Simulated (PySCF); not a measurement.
C2H6F2Si2, SMILES F/C=C(/[SiH3])[SiH2]F. Atoms are numbered in the order given.

```xyz
12

F     -0.3034     2.5609     0.0000
C      0.6640     1.6213     0.0000
C      0.3735     0.3154     0.0000
Si     1.7627    -0.9477     0.0000
Si    -1.4127    -0.2313     0.0000
F     -1.3561    -1.8679     0.0000
H      1.6549     2.0882     0.0000
H      3.0623    -0.2190     0.0000
H      1.6832    -1.8093     1.2087
H      1.6832    -1.8093    -1.2087
H     -2.1357     0.1994     1.2205
H     -2.1357     0.1994    -1.2205
```

Geometry: TPSSh-D3(BJ)/def2-SVP. The structure was generated by enumeration; whether it is a known compound was not checked. One conformer was computed; it need not be the lowest.

All values below come from PySCF with SMD-ωB97X/6-31G*.

Solvation free energies are E(SMD) − E(gas) at the gas-phase geometry, for 1 M in both phases. In vacuum the dipole moment is 1.73 D.

```csv
solvent,ΔG(solv) (kcal/mol),its non-electrostatic (CDS) part,dipole (D)
water,2.6,5.5,2.36
ethylethanoate,-1.4,0.8,2.19
acetone,…,…,…
```

Task: Complete the blanks. (The exact figures need the calculation; the answer reports its results.)

Result: 
- acetone, ΔG(solv) (kcal/mol): -1.8
- acetone, its non-electrostatic (CDS) part: 0.9
- acetone, dipole (D): 2.32
